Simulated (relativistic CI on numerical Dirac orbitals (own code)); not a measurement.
# Hyperfine structure of Te³⁷⁺, mass number 123

Method of calculation: Dirac-Coulomb-Breit CI, KLI orbitals optimised for each configuration, model QED (radiative potential, 1s self-energy scaled to tabulated hydrogen-like ionisation energies), unscaled Slater integrals (own radial code, finite nucleus).

Configuration list (outside the closed core [Ne]): 3s²3p³, 3s3p⁴, 3s²3p²3d, 3p⁵, 3s3p³3d, 3p⁴3d, 3s3p²3d², 3s²3p3d4p, 3p⁴4s, 3s3p²3d4s, 3p⁴4p, 3s²3p²4s, 3s²3p3d², 3s²3d³, 3s3p3d³, 3s²3d²4s, 3p³3d², 3p²3d³, 3p²3d²4s, 3s²3p3d4s, 3s3p3d²4s, 3s²3d4s², 3s3p²3d4p, 3s3p3d²4p, 3p²3d²4p, 3s3p3d4s4p. Double excitations out of closed p, d and f shells are left out; levels of such configurations are missing from the list, as are those of other unlisted configurations, and high levels can miss mixing partners.

Nuclear spin I = 1/2, μ = -0.7358 μN (tables of Stone and Pyykkö). The electronic factors are computed for point nuclear moments, without core polarisation or the Bohr-Weisskopf and QED corrections.

```json
{"Level": "3s²3p³ ²D°5/2", "E (eV)": "66.483", "A (GHz)": "-189.8"}
{"Level": "3s²3p³ ²P°1/2", "E (eV)": "76.120", "A (GHz)": "-579.1"}
{"Level": "3s²3p³ ²P°3/2", "E (eV)": "135.583", "A (GHz)": "-96.23"}
{"Level": "3s3p⁴ ⁴P5/2", "E (eV)": "153.179", "A (GHz)": "-311.4"}
{"Level": "3s²3p²3d ⁴D1/2", "E (eV)": "204.032", "A (GHz)": "-201"}
```

Levels with J = 0, under 50 % of one LS term, or S terms without an open s electron are left out. Small factors come from cancelling terms and can be off by tens of per cent or more.

At this charge energies of transitions that change n are usually good to better than 1 %, and those within a shell (Δn = 0) to a few per cent.

Task: Give the hyperfine levels of 3s²3p³ ²P°1/2 relative to its centre of gravity.

Result: With K = F(F + 1) − I(I + 1) − J(J + 1), E = AK/2: F = 0: 434.3, F = 1: -144.8 GHz.

LS names give the leading component of a level, which can be under half, so a name can repeat, a term be missing and a line seem to break the LS rules.
